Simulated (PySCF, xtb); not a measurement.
C₅H₇F, SMILES C[C@H]1C=C(F)C1.

GFN2-xTB in xtb at its own geometry gives an orbital gap of 5.12 eV and a dipole moment of 2.39 D.

The structure is a stationary point at r2SCAN-D4/def2-SVP.

### Question
What does PySCF with ωB97X/def2-TZVP give? (An estimate is asked for; the answer gives what the named calculation found.)

### Answer
gap 12.12 eV (levels -9.39 and 2.73 eV), dipole 1.60 D.
